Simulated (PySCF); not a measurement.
Species: C6H7O3 (charge -1).
Numbering: `[CH3:1][CH2:2][O:3][c:4]1[cH:5][cH:6][o:7][c:8]1[O-:9]`

Cartesian coordinates in Å at the GFN2-xTB level; atoms count from 1:
```xyz
16
C6H7O3 angstrom
C     -2.8010    0.2595    0.2135
C     -1.3714   -0.2151    0.4512
O     -0.5087    0.5946   -0.2791
C      0.8610    0.2946   -0.1018
C      1.4331   -0.7701    0.6185
C      2.7844   -0.6499    0.4915
O      3.0933    0.4413   -0.2772
C      1.8982    1.0560   -0.6626
O      1.9279    2.0760   -1.3704
H     -3.5020   -0.3465    0.7855
H     -3.0393    0.1852   -0.8446
H     -2.8950    1.3004    0.5126
H     -1.1383   -0.1696    1.5318
H     -1.2788   -1.2736    0.1410
H      0.9266   -1.5414    1.1744
H      3.6024   -1.2324    0.8718
```

NICS = −σ at a ghost point: NICS(0) at the centroid of the ring atoms, NICS(1) 1 Å to either side along the normal of their mean plane, zz for the tensor component along that normal. Level: GIAO PBE0/pcSseg-1 (PySCF, non-relativistic, gas phase) on the GFN2-xTB geometry, one conformer.

Ring bond lengths (Å), with Mayer bond orders in brackets: C4–C5 1.407 (1.26), C5–C6 1.362 (1.54), C6–O7 1.370 (1.01), O7–C8 1.398 (0.97), C8–C4 1.403 (1.31).

Give the NICS values of each ring in ppm.

```
          ring                                               type  NICS(0)  NICS(1), two faces  NICS(1)zz, two faces  rms pucker (Å)  centre to ring atoms, mean (Å)
C4–C5–C6–O7–C8  5-membered ring with O; formal bonds all aromatic    -11.8         -7.2 / -7.2         -16.5 / -16.6            0.00                            1.18
```

What can be read from them?

- C4–C5–C6–O7–C8: mean NICS(1)zz -16.5 ppm, shielded.

What does the geometric index give? HOMA = 1 − mean of α(R − Ropt)² over the ring bonds, with Krygowski's 1993 parameters (CC: Ropt 1.388 Å, α 257.7 Å⁻²; CO: Ropt 1.265 Å, α 157.38 Å⁻²).

- C4–C5–C6–O7–C8: HOMA 0.03; the largest term is that of O7–C8, α(R − Ropt)² = 2.79.

What are the shieldings of the ring atoms and their hydrogens in the same run (means over atoms taken as equivalent)?

```json
{"atoms": "C4", "environment": "aromatic carbon bearing oxygen", "σ isotropic (ppm)": "66.9", "principal values of the symmetric part, first atom (ppm)": "33.5, 70.4, 96.8"}
{"atoms": "C5", "environment": "aromatic CH carbon", "σ isotropic (ppm)": "82.0", "principal values of the symmetric part, first atom (ppm)": "-5.1, 88.3, 163.0"}
{"atoms": "C6", "environment": "aromatic CH next to a ring oxygen", "σ isotropic (ppm)": "79.6", "principal values of the symmetric part, first atom (ppm)": "24.9, 97.2, 116.8"}
{"atoms": "O7", "environment": "furan-type oxygen", "σ isotropic (ppm)": "50.4", "principal values of the symmetric part, first atom (ppm)": "-123.8, 66.5, 208.4"}
{"atoms": "C8", "environment": "aromatic carbon bearing oxygen", "σ isotropic (ppm)": "21.1", "principal values of the symmetric part, first atom (ppm)": "-56.3, 55.3, 64.2"}
{"atoms": "H15", "environment": "aromatic hydrogen", "σ isotropic (ppm)": "25.76", "principal values of the symmetric part, first atom (ppm)": "24.5, 24.5, 28.3"}
{"atoms": "H16", "environment": "aromatic hydrogen", "σ isotropic (ppm)": "26.00", "principal values of the symmetric part, first atom (ppm)": "23.5, 25.4, 29.1"}
```
